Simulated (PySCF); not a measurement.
Which functional comes closest?

Molecule: Nitrosobenzene (SMILES O=Nc1ccccc1).

Cartesian coordinates in Å; atom numbers follow the order of the lines, from 1:
```xyz
13

O    -2.3167   -2.2473    0.1086
N    -2.2685   -1.0894   -0.2092
C    -0.9788   -0.4739   -0.0912
C    -0.9166    0.8722   -0.4545
C     0.2968    1.5492   -0.3684
C     1.4317    0.8724    0.0788
C     1.3629   -0.4785    0.4411
C     0.1565   -1.1585    0.3578
H    -1.8332    1.3572   -0.7981
H     0.3613    2.6028   -0.6488
H     2.3854    1.4015    0.1473
H     2.2609   -0.9945    0.7892
H     0.0537   -2.2112    0.6291
```

Geometry PBE0-D3(BJ)/def2-SVP throughout; GIAO in PySCF, gas phase, one conformer, non-relativistic; equivalent atoms averaged; basis pcSseg-1.

Reference values (estimated from measurements, as parent shift plus tabulated substituent increments; solution, not stated per compound (mostly CDCl3 or CCl4); Pretsch, Buehlmann, Badertscher, Structure Determination of Organic Compounds, 4th ed. (2009)): δ(C4/C8) = 120.9 ppm, δ(C5/C7) = 129.3 ppm, δ(C6) = 135.6 ppm, δ(H9/H13) = 7.89 ppm, δ(H10/H12) = 7.63 ppm, δ(H11) = 7.69 ppm. Computed shifts are taken against TMS, calculated as an isolated molecule at each level.

Question: How do the functionals BP86, KT3, B97-D, PBE0, mPW1PW91, WP04, B97-2, BHandHLYP, wB97X-D perform against the reference? Times are CPU seconds on shared hosts with different chips, so compare them loosely.

Answer: 
```
functional                    kind  C4/C8  C5/C7     C6  H9/H13  H10/H12   H11  mean abs. error C  mean abs. error H  core-s
      BP86                     GGA  120.8  133.6  139.4    7.46     7.83  7.63                2.7               0.23      41
       KT3                     GGA  113.8  123.5  129.5    7.50     7.56  7.40                6.3               0.25      27
     B97-D                     GGA  118.2  129.2  135.3    7.48     7.69  7.53                1.0               0.21      26
      PBE0           global hybrid  124.1  134.6  141.7    7.94     7.91  7.81                4.9               0.15      20
  mPW1PW91           global hybrid  124.5  134.5  141.8    7.95     7.88  7.80                5.0               0.14      28
      WP04           global hybrid  126.3  134.1  142.1    7.80     7.50  7.49                5.6               0.14      29
     B97-2           global hybrid  121.9  131.5  138.6    7.88     7.81  7.73                2.1               0.08      27
 BHandHLYP           global hybrid  128.4  135.6  144.3    8.24     7.81  7.80                7.5               0.21      28
   wB97X-D  range-separated hybrid  125.9  135.1  142.8    8.08     7.89  7.85                6.0               0.20      36
```

For ¹³C the closest is B97-D (1.0 ppm) and the furthest BHandHLYP (7.5 ppm).

For ¹H the closest is B97-2 (0.08 ppm) and the furthest KT3 (0.25 ppm). One molecule is a small sample, and vibrational and solvent effects are absent from the calculation.
